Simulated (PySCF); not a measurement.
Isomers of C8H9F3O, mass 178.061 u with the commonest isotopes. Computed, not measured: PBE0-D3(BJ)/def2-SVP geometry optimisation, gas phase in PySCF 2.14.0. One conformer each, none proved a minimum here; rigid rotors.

Task: Order these by rotational constant C, smallest first.
A. `[CH2:1]=[C:2]=[C:3]([CH2:4][CH2:5][CH3:6])[C:7](=[O:8])[C:9]([F:10])([F:11])[F:12]` with C2–C3–C4–C5 101°, C3–C4–C5–C6 179°, C2–C3–C7–O8 180°
B. `[O:1]=[C:2]([C@H:3]1[C@@H:4]2[CH2:5][CH2:6][CH2:7][C@H:8]12)[C:9]([F:10])([F:11])[F:12]` with O1–C2–C3–C4 -34°, C2–C3–C4–C5 -157°, C3–C4–C5–C6 -48°, C4–C5–C6–C7 -28°, C5–C6–C7–C8 28°
C. `[CH2:1]=[CH:2][C@@:3]1([F:4])[C@H:5]([CH2:6][F:7])[CH2:8][C:9](=[O:10])[C@@H:11]1[F:12]` with C1–C2–C3–F4 2°, C3–C5–C6–F7 -179°, C2–C3–C5–C6 -68°, C3–C5–C8–C9 -26°, C5–C8–C9–O10 180°, C8–C9–C11–F12 149°

Result: A (470.3 MHz), B (507.5 MHz), C (553.9 MHz).

Task: Order these by out-of-plane moment Σ m c² = (Ia + Ib − Ic)/2, largest first.
A. `[CH2:1]=[C:2]=[C:3]([CH2:4][CH2:5][CH3:6])[C:7](=[O:8])[C:9]([F:10])([F:11])[F:12]` with C2–C3–C4–C5 101°, C3–C4–C5–C6 179°, C2–C3–C7–O8 180°
B. `[CH:1]#[C:2]/[C:3]([CH2:4][C:5]([F:6])([F:7])[F:8])=[C:9](\[CH3:10])[O:11][CH3:12]` with C2–C3–C4–C5 88°, C3–C9–O11–C12 157°
C. `[CH2:1]=[CH:2][C@@:3]1([F:4])[C@H:5]([CH2:6][F:7])[CH2:8][C:9](=[O:10])[C@@H:11]1[F:12]` with C1–C2–C3–F4 2°, C3–C5–C6–F7 -179°, C2–C3–C5–C6 -68°, C3–C5–C8–C9 -26°, C5–C8–C9–O10 180°, C8–C9–C11–F12 149°
D. `[O:1]=[C:2]([C@H:3]1[C@@H:4]2[CH2:5][CH2:6][CH2:7][C@H:8]12)[C:9]([F:10])([F:11])[F:12]` with O1–C2–C3–C4 -34°, C2–C3–C4–C5 -157°, C3–C4–C5–C6 -48°, C4–C5–C6–C7 -28°, C5–C6–C7–C8 28°

Result: D (110.18 u·Å²), A (69.39 u·Å²), B (63.21 u·Å²), C (57.43 u·Å²).

Task: Order these by radius of gyration √(Σ m r²/M), smallest first.
A. `[CH2:1]=[C:2]=[C:3]([CH2:4][CH2:5][CH3:6])[C:7](=[O:8])[C:9]([F:10])([F:11])[F:12]` with C2–C3–C4–C5 101°, C3–C4–C5–C6 179°, C2–C3–C7–O8 180°
B. `[O:1]=[C:2]([C@H:3]1[C@@H:4]2[CH2:5][CH2:6][CH2:7][C@H:8]12)[C:9]([F:10])([F:11])[F:12]` with O1–C2–C3–C4 -34°, C2–C3–C4–C5 -157°, C3–C4–C5–C6 -48°, C4–C5–C6–C7 -28°, C5–C6–C7–C8 28°
C. `[CH2:1]=[CH:2][C@@:3]1([F:4])[C@H:5]([CH2:6][F:7])[CH2:8][C:9](=[O:10])[C@@H:11]1[F:12]` with C1–C2–C3–F4 2°, C3–C5–C6–F7 -179°, C2–C3–C5–C6 -68°, C3–C5–C8–C9 -26°, C5–C8–C9–O10 180°, C8–C9–C11–F12 149°
D. `[CH:1]#[C:2]/[C:3]([CH2:4][C:5]([F:6])([F:7])[F:8])=[C:9](\[CH3:10])[O:11][CH3:12]` with C2–C3–C4–C5 88°, C3–C9–O11–C12 157°

Result: C (2.334 Å), D (2.420 Å), B (2.492 Å), A (2.535 Å).

```tsv
SMILES	point group	Ia (u·Å²)	Ib (u·Å²)	Ic (u·Å²)	κ	μa (D)	μb (D)	μc (D)
C=C[C@@]1(F)[C@H](CF)CC(=O)[C@@H]1F	C1	455.89	571.45	912.48	0.19	2.32	2.10	2.03
C=C=C(CCC)C(=O)C(F)(F)F	C1	357.63	855.63	1074.49	-0.74	1.54	2.99	0.12
O=C([C@H]1[C@@H]2CCC[C@@H]21)C(F)(F)F	–	255.57	960.51	995.73	-0.97	3.36	1.27	0.03
C#C/C(CC(F)(F)F)=C(\C)OC	C1	450.92	655.44	979.94	-0.16	3.65	0.96	0.13
```
